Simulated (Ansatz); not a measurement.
Computed against measured: atomisation enthalpy at 298 K

10 molecules holding Si, Ge, B, Al, Ga, P or As; the atomisation enthalpy at 298 K in kJ/mol, computed less measured. Shapes, held fixed at every level: PBE0-D4/def2-TZVP. Thermal terms are harmonic and unscaled (PBE0-D4/def2-TZVP); the spin-orbit lowering of the free atoms is taken from their spectra. Programs: Ansatz 0.2.0. Measured values: CRC Handbook of Chemistry and Physics, NIST-JANAF tables.

Levels: A = PBE0-D4/def2-TZVPP; B = B2PLYP/def2-TZVPP; C = MP2/def2-TZVPP; D = CCSD(T)/def2-TZVPP.

| molecule | from tabulated heats | A | B | C | D |
| --- | --- | --- | --- | --- | --- |
| BOF (fluoro(oxo)borane) | 1501 | -31 | -24 | +29 | -73 |
| AlClF2 (SMILES [F][Al]([F])[Cl]) | 1609 | -43 | -29 | +50 | -47 |
| B(OH)O | 1847 | -25 | -20 | +24 | -76 |
| SiBr4 (tetrabromosilane) | 1313 | +10 | -57 | +33 | -60 |
| SiCl4 (silicon tetrachloride) | 1598 | +5 | -57 | +25 | -74 |
| SiF4 (silicon tetrafluoride) | 2382 | -81 | -51 | +55 | -80 |
| GeH4 (SMILES [GeH4]) | 1153 | -10 | +5 | -25 | +16 |
| SiI4 (SMILES I[Si](I)(I)I) | 987 | +24 | -54 | +50 | -56 |
| B(BCl2)Cl2 | 2115 | +52 | -40 | +46 | -85 |
| PF5 (pentafluorophosphorane) | 2308 | -61 | -61 | +45 | -108 |

Question: Sum up the errors.

Answer: 
| level | kind | mean error | mean absolute error | worst case |
| --- | --- | --- | --- | --- |
| PBE0-D4/def2-TZVPP | global hybrid | -16.0 | 34.2 | SiF4 |
| B2PLYP/def2-TZVPP | double hybrid | -38.8 | 39.8 | PF5 |
| MP2/def2-TZVPP | perturbation theory | +33.2 | 38.2 | SiF4 |
| CCSD(T)/def2-TZVPP | coupled cluster or CI | -64.3 | 67.5 | PF5 |

On this set PBE0-D4/def2-TZVPP has the smallest mean absolute error and CCSD(T)/def2-TZVPP the largest. B2PLYP/def2-TZVPP is too low in 9 of 10; MP2/def2-TZVPP is too high in 9 of 10; CCSD(T)/def2-TZVPP is too low in 9 of 10. The heats of AlClF2, SiBr4, SiI4, PF5 come from older tables and can be uncertain by 10 kJ/mol or more. The molecules' own spin-orbit binding is left out, so errors for heavy halides read too negative. The tabulated values of BOF, B(OH)O, SiF4, B(BCl2)Cl2 are in doubt (older tables, estimates, or at odds with other calculations) and kept here. Over the 6 molecules whose values aren't doubted the mean absolute errors are A 25.5; B 43.8; C 38.0; D 60.2. The smallest two are near a tie. For CCSD(T)/def2-TZVPP the error grows with the size of the molecule. Correlated wave functions converge slowly with the basis. For atoms past krypton def2 sets carry core potentials with scalar relativity. Relativity is left out for Br, Ge. Outer-core shells of Br, Ge, I are correlated in most correlated rows, in sets that cover them unevenly. The set is small.
